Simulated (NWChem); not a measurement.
C$_{4}$H$_{4}$ClF; SMILES C=C(F)C(=C)Cl

```xyz
10

C     -1.6713     1.0175     0.0000
C     -0.3396     0.9539     0.0000
F      0.3843     2.0778     0.0000
C      0.5047    -0.2475     0.0000
C      1.8413    -0.2039     0.0000
Cl    -0.3343    -1.7646     0.0000
H     -2.1679     1.9884     0.0000
H     -2.2637     0.1048     0.0000
H      2.3474     0.7621     0.0000
H      2.4360    -1.1178     0.0000
```
Atoms are numbered in this order, from 1.

Computed with NWChem. Structure relaxed at the PBE0/def2-SVP level. Level: PBE0/def2-SVP with COSMO at NWChem's default radii, gas-phase geometry; rows give the dielectric constant.

```json
[
 {"dielectric constant": "2.0", "electrostatic solvation energy (kcal/mol)": "-1.1", "dipole in solution (D)": "0.19"},
 {"dielectric constant": "2.4", "electrostatic solvation energy (kcal/mol)": "-1.2", "dipole in solution (D)": "0.20"},
 {"dielectric constant": "20.7", "electrostatic solvation energy (kcal/mol)": "-2.1", "dipole in solution (D)": "0.24"},
 {"dielectric constant": "25.0", "electrostatic solvation energy (kcal/mol)": "-2.1", "dipole in solution (D)": "0.24"},
 {"dielectric constant": "46.7", "electrostatic solvation energy (kcal/mol)": "-2.2", "dipole in solution (D)": "0.24"}
]
```
